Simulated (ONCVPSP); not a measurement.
Before and after: ONCV potential for cerium (Ce)

* Element: cerium
* Generator: ONCVPSP 4.0.1
* Type: optimised norm-conserving Vanderbilt (ONCV)
* Functional: LDA (Perdew-Zunger)
* Relativity: scalar-relativistic
* Frozen core: [Kr]
* Valence charge: 22
* Reference configuration: 4d10 5s2 5p6 5d2 6s2
* Partial waves: 5s+6s: rc 2.60 bohr, ncon 4, nbas 9, qcut 4.2 1/bohr, 2 projectors; 5p: rc 1.95 bohr, ncon 3, nbas 7, qcut 4.9 1/bohr, 2 projectors, debl 3.6 Ha; 4d+5d: rc 1.40 bohr, ncon 3, nbas 7, qcut 9.5 1/bohr, 2 projectors; f scattering state at 0.33 Ha: rc 2.05 bohr, ncon 3, nbas 6, qcut 5.5 1/bohr, 2 projectors, debl 2.2 Ha
* Local potential: polynomial inside 1.05 bohr (lpopt 5, dvloc0 1 Ha)
* Core correction: Teter function, fcfact 2, rcfact 1.6

In the f channel the program set the typed energies aside and used -0.430, 1.770 Ha.

Change: f: rc 3.02.

Cutoffs: the cutoffs (Ha) at which the residual kinetic energy of the hardest occupied pseudo-wave falls to 1 and 0.1 mHa per electron; they do not see the model core or the augmentation charge, which bear on the density cutoff. Errors are all-electron minus pseudo energies relative to the spin-unpolarised reference configuration.

How do hardness, ghosts and transferability respond?

The potential gets neither clearly harder nor softer (41 Ha and 66 Ha → 41 Ha and 66 Ha); both files keep a bound ghost (s); of the 4 tests that both files solve, the error grows in 3 and shrinks in 0 by more than 15 % and 0.3 meV (median size 1436.8 → 1947.0 meV). More of the atom is replaced by a form fitted at one configuration, so other configurations suffer.

```tsv
quantity	base	changed
cutoff, loose	41 Ha	41 Ha
cutoff, tight	66 Ha	66 Ha
bound ghosts	s	s
GHOST(+) flags under 300 eV	p at 62.9 eV	p at 62.9 eV
error for 4d10 4f1 5s2 5p6 5d1 6s2, meV [ΔE -4.95 eV]	+1453	+1981
error for 4d10 4f1 5s2 5p6 5d1 6s1, meV [ΔE 1.33 eV]	+1445	+1967
error for 4d10 4f1 5s2 5p6 5d1 6s0, meV [ΔE 12.67 eV]	+1429	+1927
error for 4d10 5s2 5p6 5d0 6s0, meV [ΔE 70.13 eV]	-13	-13
s: phases at 2.65 bohr within 0.05 rad from the reference energy up to (Ha; the scan ends near 5)	2.8	2.8
p: phases at 1.99 bohr within 0.05 rad from the reference energy up to (Ha; the scan ends near 5)	2.3	2.3
d: phases at 1.42 bohr within 0.05 rad from the reference energy up to (Ha; the scan ends near 5)	to the end of the scan	to the end of the scan
rms error of d²Exc/dni dnj with the model core, mHa	2.47	2.47
```

Base: These tests converged, but a pseudo level misses the all-electron one widely, so the file describes the atom poorly there or has found another state: 4d10 4f1 5s2 5p6 5d1 6s2: 4f by 2.8 eV; 4d10 4f1 5s2 5p6 5d1 6s1: 4f by 2.8 eV; 4d10 4f1 5s2 5p6 5d1 6s0: 4f by 2.8 eV. Changed file: These tests converged, but a pseudo level misses the all-electron one widely, so the file describes the atom poorly there or has found another state: 4d10 4f1 5s2 5p6 5d1 6s2: 4f by 3.9 eV; 4d10 4f1 5s2 5p6 5d1 6s1: 4f by 4.0 eV; 4d10 4f1 5s2 5p6 5d1 6s0: 4f by 4.0 eV. A true bound ghost makes a file unfit for plane-wave use even where its test errors are small: the radial tests pick states by their node count and pass the ghost by.
